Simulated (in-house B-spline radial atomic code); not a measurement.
## Ag4+: [Kr] 4d7

Level of theory: Dirac-Kohn-Sham LC-wPBE, spherical fractional occupations, Fermi nucleus of rms radius 4.5454 fm; calculated with an all-electron radial atomic-structure program (B-spline basis).

Screening seen three ways: the hydrogenic charge with the same mean radius, Z_r = [3n² - l(l+1)]/(2<r>), the one with the same energy, Z_e = n√(-2ε), and Slater's rules. Values are occupation-weighted means over j. An effective charge above Z reflects the relativistic contraction of the inner shells.

| shell | electrons | ε (eV) | <r> (bohr) | Z_r | Z_e | Slater |
| --- | --- | --- | --- | --- | --- | --- |
| 1s | 2 | -25379 | 0.03111 | 48.22 | 43.19 | 46.70 |
| 2s | 2 | -3790.9 | 0.1345 | 44.60 | 33.38 | 42.85 |
| 2p | 6 | -3410 | 0.1175 | 42.56 | 31.66 | 42.85 |
| 3s | 2 | -747.62 | 0.3681 | 36.68 | 22.24 | 35.75 |
| 3p | 6 | -621.99 | 0.3671 | 34.05 | 20.28 | 35.75 |
| 3d | 10 | -422.26 | 0.3456 | 30.38 | 16.71 | 25.85 |
| 4s | 2 | -157.5 | 0.902 | 26.61 | 13.61 | 19.25 |
| 4p | 6 | -120.19 | 0.9776 | 23.53 | 11.89 | 19.25 |
| 4d | 7 | -62.033 | 1.199 | 17.52 | 8.54 | 8.90 |

The least bound orbital is 4d5/2 at -61.75 eV, and it is also the most diffuse (<r> = 1.203 bohr).

Spin-orbit splittings of the orbital energies (j = l + 1/2 above j = l - 1/2 when positive): 2p 175.3 eV, 3p 30.95 eV, 3d 6.236 eV, 4p 5.327 eV, 4d 0.7152 eV.

For the 1s electron the small component carries 2.96 % of the norm, the zero-frequency Breit interaction raises the level by 55.54 eV, self-energy by 31.07 eV, and vacuum polarisation lowers it by 3.899 eV.

Caution: exact exchange at fractional occupations of open shells leaves self-interaction of up to several eV.
